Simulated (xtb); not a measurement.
CH4BClO, SMILES CB(O)Cl. All values are semi-empirical tight-binding results from xtb (GFN2-xTB unless named), good for trends rather than for accurate numbers. Geometry optimised at GFN2-xTB. One conformer was computed; it need not be the lowest.

| Property | Result |
|---|---|
| point group as xtb finds it | Cs |
| orbital gap | 5.66 eV |
| dipole moment | 1.42 D |
| zero-point energy | 34.7 kcal/mol |
| G − E(el) at 298.15 K (modified RRHO) | 16.6 kcal/mol |
| static polarisability (D4 model) | 44.7 bohr³ |
| solvation energy, GFN2-xTB/ALPB(water) | -5.7 kcal/mol |
| solvation energy, GFN2-xTB/ALPB(ether) | -6.8 kcal/mol |
